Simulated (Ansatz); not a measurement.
`[OH][GeH]([Cl])[GeH3]` + HBr → `[OH][GeH]([Cl])[Br]` + GeH₄  (cleavage of the Ge–Ge bond)

Isolated molecules relaxed with PBE0-D4/def2-TZVP in Ansatz; ΔE leaves out vibrations. CBS: MP2 limit from def2 TZ/QZ plus the TZ coupled-cluster correction, frozen cores. Functionals use def2-TZVPP. B3LYP here is the variant with VWN-RPA as its local correlation; programs differ in this. HSE06 is defined as in plane-wave codes. For Br, Ge outer-core shells are correlated without core-valence functions, which leaves a few kJ/mol of doubt a bond. Scalar relativity is left out up to krypton. One conformer a species, not always the lowest.

Question: Is it downhill or uphill in electronic energy at CCSD(T)/CBS, and by how much? (Best estimate.)

Answer: Computed: Downhill: ΔE = -12.8 kcal/mol.

Question: What do these levels give: HSE06-D4, BHLYP-D4, CAM-B3LYP-D4, ωB97M-V, B2PLYP, BLYP, PBE0, B3LYP, r2SCANh, CAM-B3LYP, CCSD(T)/def2-SVP, HF/CBS(def2)? (Estimate.)

Answer: The calculation gave: HSE06-D4 -12.8, BHLYP-D4 -14.3, CAM-B3LYP-D4 -13.4, ωB97M-V -13.7, B2PLYP -13.7, BLYP -12.1, PBE0 -12.9, B3LYP -13.1, r2SCANh -13.9, CAM-B3LYP -13.6, CCSD(T)/def2-SVP -14.5, HF/CBS(def2) -17.4 kcal/mol.

Largest T1 diagnostic among the species: 0.012.

In def2-TZVPP, CCSD(T) changes the Hartree–Fock value by +4.4 kcal/mol (the triples alone add +0.1 kcal/mol) and MP2 by +3.3 kcal/mol. At CCSD(T), def2-SVP lies −1.7 kcal/mol from the extrapolated value and def2-TZVPP −0.3 kcal/mol. From BLYP to BHLYP (50 % exact exchange), in def2-TZVPP and without D4, ΔE moves by −2.5 kcal/mol.
